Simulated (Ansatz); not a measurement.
Cost and result up the ladder for In₈P₇Cl₃ (18 atoms). Charge 0, multiplicity 1. Geometry: r2SCAN-D4/def2-SVP.

Cartesian coordinates in Å:
```
P 1.433 -0.633 -4.573
P -1.556 -0.827 -0.813
P 1.259 2.897 -1.294
P 1.183 1.620 2.787
P 2.921 -1.182 0.544
P -3.263 0.121 3.389
P 0.210 -3.063 2.633
In 1.226 1.449 -3.358
In -0.995 1.645 -1.008
In -1.282 1.359 2.649
In -0.210 -1.315 -2.901
In 0.473 -2.081 0.200
In 2.036 1.157 0.336
In 1.634 -0.896 2.769
In -1.768 -1.709 3.088
Cl -1.609 2.101 -3.389
Cl -2.169 3.005 0.782
Cl 0.480 -3.649 -1.841
```

Ansatz on 2 threads of AMD EPYC 7R13 on a shared host and a share (18 GiB) of an NVIDIA H100 80GB HBM3. Times are rough, and most runs start from the orbitals of an earlier one. PBE0-D4/def2-TZVP serves as the yardstick here, not as an exact answer. Differences are given only for rows in sets of like size (and for xTB, whose basis is part of the method), since another set adds its own error. Binding counts from free atoms at the same level (P quartet, In doublet, Cl doublet; other spins of the atoms weren't run), without zero-point energy or a counterpoise term.

In the def2 sets In takes a core potential; there is no spin–orbit coupling. B3LYP takes the VWN-RPA correlation. Correlated methods freeze 82 core orbitals; core or outer-core shells of In are correlated, in sets that lack core-valence functions. The rows differ in basis, and correlated rows in double-zeta sets carry the largest basis error. Single mean-field runs in def2-TZVP are fitted with def2-universal-jkfit.

Correlated methods converge slowly with the basis, most of all in double-zeta sets.

```json
{"level": "PBE-D4/def2-SVP", "functions": "388", "wall time": "20 s"}
{"level": "PBE-D4/def2-TZVP", "functions": "770", "wall time": "24 s"}
{"level": "MP2/def2-SVP", "functions": "388", "wall time": "24 s"}
{"level": "PBE0-D4/def2-SVP", "functions": "388", "wall time": "25 s"}
{"level": "RPA@PBE/def2-SVP", "functions": "388", "wall time": "25 s"}
{"level": "BLYP-D4/def2-TZVP", "functions": "770", "wall time": "26 s"}
{"level": "B3LYP-D4/def2-TZVP", "functions": "770", "wall time": "27 s"}
{"level": "B97M-V/def2-TZVP", "functions": "770", "wall time": "28 s"}
{"level": "r2SCAN-D4/def2-TZVP (with forces)", "functions": "770", "wall time": "30 s"}
{"level": "PBE0-D4/def2-TZVP (with forces)", "functions": "770", "wall time": "30 s"}
```

Task: Estimate what each level gives for the binding energy per atom (eV).

Result: 
```
                            level  binding energy per atom (eV)  difference from PBE0-D4/def2-TZVP (eV)
                  PBE-D4/def2-SVP                          2.69                                       –
                 PBE-D4/def2-TZVP                          2.71                                    0.08
                     MP2/def2-SVP                          2.38                                       –
                 PBE0-D4/def2-SVP                          2.61                                       –
                 RPA@PBE/def2-SVP                          2.13                                       –
                BLYP-D4/def2-TZVP                          2.49                                   -0.14
               B3LYP-D4/def2-TZVP                          2.48                                   -0.15
                 B97M-V/def2-TZVP                          2.69                                    0.06
r2SCAN-D4/def2-TZVP (with forces)                          2.63                                    0.00
  PBE0-D4/def2-TZVP (with forces)                          2.63                                    0.00
```
